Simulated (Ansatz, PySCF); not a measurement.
Stretching the Be1–H2 bond in BeHI (SMILES [BeH][I]) (multiplicity 1 held, fragments rigid). Energies count from the point at 1.323 Å.
Geometry at that point (charge 0, multiplicity 1):
```csv
atom,x (Å),y (Å),z (Å)
Be,0.0000,0.0000,-1.9619
H,0.0000,0.0000,-3.2847
I,0.0000,0.0000,0.2100
```

R- and RO- levels are restricted; in cc, def2 and unpolarised 6-31G sets they are followed outwards from rest. Active spaces are followed from a long bond inwards. Curves can end on different states.

Frozen-core correlation. Filled d and f shells under p-block atoms count as core. Rows in LANL2DZ carry no dispersion term and start afresh at each structure. LANL2DZ brings its own core potentials from Na on.

The values were computed with Ansatz (a first-principles code) with Gaussian orbitals; PySCF for LANL2DZ rows.  In def2 rows elements past Kr take small-core potentials, without spin–orbit coupling.

Energies in kcal/mol.

```csv
R (Å),R-B3LYP/LANL2DZ,R-B3LYP/def2-TZVPPD,R-CCSD/def2-TZVPPD,"FIC-MRCISD on CASSCF(2,2)/def2-TZVPPD","FIC-MRCISD+Q on CASSCF(2,2)/def2-TZVPPD"
1.058,19.2,18.7,19.5,19.6,19.5
1.191,3.9,3.7,4.0,4.1,4.0
1.323,0.0,0.0,0.0,0.0,0.0
1.455,2.7,2.7,2.5,2.4,2.5
1.587,9.1,9.1,8.7,8.5,8.7
1.786,22.1,21.9,21.2,20.8,21.1
1.984,36.4,36.0,34.8,34.1,34.6
2.315,59.2,58.3,55.8,54.6,55.2
2.646,78.7,77.3,72.4,70.2,71.1
3.043,97.3,95.1,85.5,82.2,83.2
3.572,115.0,111.6,94.1,89.2,90.4
4.233,128.8,124.0,97.5,91.7,92.9
```

Doubts at one or more of the structures used: a restricted determinant that unrestricted orbitals would lower (R-B3LYP/def2-TZVPPD, R-CCSD/def2-TZVPPD); other coupled-cluster roots lie near (R-CCSD/def2-TZVPPD); T1 above 0.05 (R-CCSD/def2-TZVPPD).
